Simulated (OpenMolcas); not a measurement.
Cr3+ among 2 point charges of -3 e arranged as a linear pair (D∞h).

| Quantity | Value |
| --- | --- |
| Program | OpenMolcas 26.06 |
| Method | SS-CASPT2, IPEA 0.25 Eh, imaginary shift 0.1 Eh (closed shells correlated: 3s 3p) |
| Basis | ANO-RCC-VDZP [5s4p2d1f] |
| Scalar Hamiltonian | DKH2, point nucleus |
| Active space | 3 electrons in 5 orbitals (3d) |
| State averaging | 2S+1 = 4 even, 10 roots; 2S+1 = 2 even, 40 roots |
| Spin-orbit coupling | RASSI with atomic mean-field integrals over the reference wave functions |

All point charges move together. At R = 1.89 Å the first state of the same spin is 1170 cm-1, and at R = 2.1 Å it is 820 cm-1.

A third run gives 1040 cm-1. What distance was it run at?

With a power law R^-n the two known points give n = -ln(820 / 1170) / ln(2.1 / 1.89) = 3.37. Then R = 1.89 × (1170 / 1040)^(1/3.37) = 1.957 Å. The run was at 1.98 Å, so the estimate is off by -0.023 Å.

Roots that are degenerate in the reference are averaged as groups; the widest CASPT2 spread within a group is 68 cm-1 (the 2-fold group of multiplicity 2 near 63300 cm-1 above the lowest state of its run, R = 1.98). Shifts and gaps below about the spread of the groups concerned are not significant. Free-ion shares, where given, are those of the reference states; single-state CASPT2 does not remix them. Point charges carry no covalency, so the field is a model and not that of real ligands. No measured value stands beside these numbers.
